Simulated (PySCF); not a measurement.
## EPR parameters of C6H3FNO

C6H3FNO (doublet state).
Cartesian coordinates in Å at the GFN2-xTB level; atoms count from 1:
```
atom  x, y, z in Å
C1    -2.2168    0.2678    0.4853
C2    -0.9472    0.6668    0.0058
O3    -0.5988    1.8415   -0.1314
C4     0.0265   -0.4173   -0.3529
F5    -0.4680   -1.6995   -0.2297
C6     1.1146   -0.2045   -1.3445
C7     1.5070   -0.2341   -0.0937
C8     2.4471   -0.1892    0.9133
N9     3.2097   -0.1633    1.7705
H10   -2.9414    1.0257    0.7246
H11   -2.4727   -0.7691    0.6053
H12    1.3412   -0.1254   -2.3786
```

The hyperfine couplings belong to this conformer and change with its torsions.

The species is `[CH2]C(=O)[C@@]1(F)C=C1C#N` [radical].

Method: UKS B3LYP, pcH-1 on C F H N O, non-relativistic, mean-field spin-orbit, GIAO (PySCF). The structure is a single GFN2-xTB conformer in the gas phase; no vibrational or solvent corrections. A GFN2-xTB geometry isn't a minimum of the functional, and hyperfine couplings can be far from their values at a DFT geometry. Stability of the SCF solution: not tested.

* g1, g2, g3: 2.00211, 2.00429, 2.00897
* g_iso: 2.00513
* Form of g: rhombic: the two nearest values differ by 32 % of g3 − g1
* ⟨S²⟩: 0.7663 (exact 0.7500)
* Total energy: -460.11544 Eh
* Basis functions: 255

Isotropic coupling and dipolar principal values T1 to T3, in G; ρ(0) is the spin density at the nucleus (MHz turned into gauss with g_iso; 10 G = 1 mT):

```json
{"atom": "C1", "isotope": "13C", "a_iso": "23.3", "T1": "-23.1", "T2": "-22.8", "T3": "45.9", "Mulliken spin population": "0.86", "ρ(0) (bohr⁻³)": "0.0583"}
{"atom": "C2", "isotope": "13C", "a_iso": "-15.4", "T1": "-5.6", "T2": "1.5", "T3": "4.1", "Mulliken spin population": "-0.13", "ρ(0) (bohr⁻³)": "-0.0385"}
{"atom": "O3", "isotope": "17O", "a_iso": "-7.8", "T1": "-37.4", "T2": "18.6", "T3": "18.8", "Mulliken spin population": "0.34", "ρ(0) (bohr⁻³)": "0.0361"}
{"atom": "C4", "isotope": "13C", "a_iso": "-1.0", "T1": "-0.2", "T2": "-0.2", "T3": "0.4", "Mulliken spin population": "0.00", "ρ(0) (bohr⁻³)": "-0.0026"}
{"atom": "F5", "isotope": "19F", "a_iso": "-0.1", "T1": "-1.6", "T2": "0.2", "T3": "1.4", "Mulliken spin population": "0.00", "ρ(0) (bohr⁻³)": "-0.0001"}
{"atom": "C6", "isotope": "13C", "a_iso": "-1.2", "T1": "-0.4", "T2": "0.0", "T3": "0.4", "Mulliken spin population": "0.00", "ρ(0) (bohr⁻³)": "-0.0031"}
{"atom": "C7", "isotope": "13C", "a_iso": "-1.6", "T1": "-0.4", "T2": "0.0", "T3": "0.4", "Mulliken spin population": "0.00", "ρ(0) (bohr⁻³)": "-0.0039"}
{"atom": "C8", "isotope": "13C", "a_iso": "0.0", "T1": "-0.1", "T2": "0.0", "T3": "0.1", "Mulliken spin population": "0.00", "ρ(0) (bohr⁻³)": "-0.0001"}
{"atom": "N9", "isotope": "14N", "a_iso": "0.0", "T1": "-0.1", "T2": "0.0", "T3": "0.1", "Mulliken spin population": "0.00", "ρ(0) (bohr⁻³)": "-0.0001"}
{"atom": "H10", "isotope": "1H", "a_iso": "-18.3", "T1": "-10.3", "T2": "-0.9", "T3": "11.3", "Mulliken spin population": "-0.04", "ρ(0) (bohr⁻³)": "-0.0115"}
{"atom": "H11", "isotope": "1H", "a_iso": "-18.8", "T1": "-11.1", "T2": "-0.7", "T3": "11.7", "Mulliken spin population": "-0.03", "ρ(0) (bohr⁻³)": "-0.0118"}
{"atom": "H12", "isotope": "1H", "a_iso": "0.2", "T1": "-0.3", "T2": "-0.3", "T3": "0.6", "Mulliken spin population": "0.00", "ρ(0) (bohr⁻³)": "0.0001"}
```

Largest spin populations (Mulliken): C1 (+0.86), O3 (+0.34) and C2 (-0.13). The angles at C1 add up to 360.0°, so it is planar; its axial dipolar tensor and the negative couplings of its protons fit spin in a p orbital normal to that plane.

Axes: g3 points within 7° of the C2–O3 bond.

Under fast tumbling the dipolar parts average out, and these isotropic splittings remain: 1 × 1H (H11, I = 1/2, 2 lines) with 1.88 mT and 1 × 1H (H10, I = 1/2, 2 lines) with 1.83 mT.

H10 and H11 aren't averaged: C1 is flat or nearly so (angle sum 360°), and its turn about the short C1–C2 bond (1.41 Å) is taken as slow.

The 17O coupling of O3 (-21.9 MHz) shows only in satellite lines or after enrichment, since that isotope makes up about 0.038 % of natural oxygen.

The 13C coupling of C1 (65.5 MHz) shows only in satellite lines or after enrichment, since that isotope makes up about 1.07 % of natural carbon.

β density exceeds α density at some nuclei, such as C2 (-0.0385), H11 (-0.0118) and H10 (-0.0115), spin density in bohr⁻³. In a single determinant that takes different orbitals for the two spins, that is spin polarisation.
